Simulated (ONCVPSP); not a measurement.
F (Z = 9): variants of one ONCV potential

Base potential:

```json
{
  "Element": "F (Z = 9)",
  "Generator": "ONCVPSP 4.0.1",
  "Type": "optimised norm-conserving Vanderbilt (ONCV)",
  "Functional": "LDA (Perdew-Wang 92)",
  "Relativity": "scalar-relativistic",
  "Frozen core": "[He]",
  "Valence charge": "7",
  "Reference configuration": "2s2 2p5",
  "Partial waves": "2s: rc 0.65 bohr, ncon 3, nbas 6, qcut 11.9 1/bohr, 2 projectors, debl 1.2 Ha; 2p: rc 1.45 bohr, ncon 4, nbas 8, qcut 10.4 1/bohr, 3 projectors, debl 2.7 Ha; d scattering state at 0.11 Ha: rc 1.25 bohr, ncon 3, nbas 6, qcut 8.9 1/bohr, 2 projectors, debl 2.2 Ha",
  "Local potential": "polynomial inside 0.60 bohr (lpopt 5, dvloc0 0 Ha)",
  "Core correction": "none"
}
```

All-electron outer shells of the reference configuration (LDA (PZ), scalar-relativistic, ld1.x):

| shell | level (eV) | outermost node (bohr) | outermost maximum (bohr) |
| --- | --- | --- | --- |
| 1s | -658.96 | – | 0.12 |
| 2s | -29.65 | 0.24 | 0.77 |
| 2p | -11.29 | – | 0.71 |

Cutoffs, loose and tight: the cutoffs (Ha) at which the residual kinetic energy of the hardest occupied pseudo-wave falls to 1 and 0.1 mHa per electron. They do not see the model core or the augmentation charge, which bear on the density cutoff. Test errors are all-electron minus pseudo excitation energies from the reference, over the configurations 2s2 2p4; 2s2 2p3; 2s2 2p2; 2s1 2p5. A dash means not determined; rows that change the core or the reference have their own tests.

A true bound ghost makes a file unfit for plane-wave use even where its test errors are small: the radial tests pick states by their node count and pass the ghost by.

| change | outcome | cutoff, loose | cutoff, tight | bound ghosts | GHOST(+) flags above zero | largest test error (meV) |
| --- | --- | --- | --- | --- | --- | --- |
| base | generated | 57 Ha | 71 Ha | none | p | +961 |
| all radii scaled by about 0.78 (s 0.50, p 1.14, d 0.98 bohr); local potential polynomial inside 0.46 bohr (lpopt 5, dvloc0 0 Ha) | generated | 289 Ha | 734 Ha | s | none | +468 |
| all radii scaled by about 0.90 (s 0.58, p 1.30, d 1.12 bohr); local potential polynomial inside 0.54 bohr (lpopt 5, dvloc0 0 Ha) | generated | 56 Ha | 72 Ha | none | none | +697 |
| all radii scaled by about 1.10 (s 0.72, p 1.60, d 1.38 bohr); local potential polynomial inside 0.66 bohr (lpopt 5, dvloc0 0 Ha) | generated | 55 Ha | 68 Ha | none | none | +1293 |
| all radii scaled by about 1.13 (s 0.74, p 1.64, d 1.42 bohr); local potential polynomial inside 0.68 bohr (lpopt 5, dvloc0 0 Ha) | generated | 54 Ha | 66 Ha | none | none | +1377 |
| all radii scaled by about 1.33 (s 0.86, p 1.92, d 1.66 bohr); local potential polynomial inside 0.80 bohr (lpopt 5, dvloc0 0 Ha) | generated | 49 Ha | 59 Ha | none | none | +2231 |

Task: What comes out with this change to the base: all radii scaled by about 1.27 (s 0.82, p 1.84, d 1.58 bohr); local potential polynomial inside 0.76 bohr (lpopt 5, dvloc0 0 Ha)?

Result: outcome: generated; cutoff, loose: 50 Ha; cutoff, tight: 62 Ha; bound ghosts: none; GHOST(+) flags above zero: none; largest test error (meV): +1929.

Task: What comes out with this change to the base: all radii scaled by about 1.19 (s 0.78, p 1.72, d 1.48 bohr); local potential polynomial inside 0.72 bohr (lpopt 5, dvloc0 0 Ha)?

Result: outcome: generated; cutoff, loose: 53 Ha; cutoff, tight: 64 Ha; bound ghosts: none; GHOST(+) flags above zero: none; largest test error (meV): +1565.

Task: What comes out with this change to the base: all radii scaled by about 0.83 (s 0.54, p 1.20, d 1.04 bohr); local potential polynomial inside 0.50 bohr (lpopt 5, dvloc0 0 Ha)?

Result: outcome: generated; cutoff, loose: 56 Ha; cutoff, tight: 322 Ha; bound ghosts: s; GHOST(+) flags above zero: none; largest test error (meV): +547.

Reading the sweep of the scale of all radii (base = 1) (base included, trends over the rows without a ghost): The loose cutoff stays near 54 Ha. The median size of the test errors (rows with all tests solved) rises from 100.1 meV at 0.9 to 366.5 meV at 1.33. More of the atom is replaced by a form fitted at one configuration, so other configurations suffer as the radius grows. Bound ghosts are found at 0.78, 0.83.
